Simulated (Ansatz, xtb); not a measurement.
Breaking the Se4–H5 bond in BH3Se (SMILES B[SeH]) (multiplicity 1 held, fragments rigid). Energies count from the point at 1.473 Å.
Geometry at that point (charge 0, multiplicity 1):
```xyz
5

B      0.45012    -0.03983    -1.50253
H     -0.28917    -0.55999    -2.27043
H      1.48655     0.43721    -1.81940
Se    -0.13171    -0.01088     0.31516
H      1.03018     0.69172     0.88710
```

Active spaces are followed from a long bond inwards. Levels need not reach the same state.

Correlated levels freeze the cores. Filled d and f shells under p-block atoms count as core.

Run with Ansatz (a program for electronic structure); xtb for the GFN methods. Values without a source in brackets are computed. The GFN methods have no spin term and hold the electronic entropy of 300 K.

Question: What energy at R = 4.715 Å does GFN2-xTB give?

Answer: 3.55 eV
